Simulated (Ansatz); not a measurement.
`CO[SiH]Cl` radical at its PBE0-D4/def2-TZVP geometry, where that method's forces vanish. The species carries charge 0 and has multiplicity 2.

```xyz
8

C     0.3929   -0.4312   -1.0591
O    -0.3387    0.5461   -0.3487
Si   -0.1760    0.9310    1.2283
Cl   -0.2629   -0.7696    2.4021
H     1.4505   -0.1591   -1.1265
H     0.3076   -1.4110   -0.5810
H    -0.0201   -0.4898   -2.0664
H    -1.3532    1.7835    1.5513
```

Question: What forces (eV/Å) does B3LYP-D4/def2-TZVPP give on these atoms in Ansatz? (Best estimate.)

Answer: The calculation gave: 
```
C1   0.159 -0.259 -0.237
O2  -0.138  0.150  0.028
Si3 -0.032  0.334  0.058
Cl4 -0.013 -0.220  0.153
H5  -0.054 -0.019  0.000
H6   0.010  0.052 -0.037
H7   0.032 -0.005  0.051
H8   0.036 -0.033 -0.015
```

B3LYP here is the variant with VWN-RPA as its local correlation; programs differ in this.
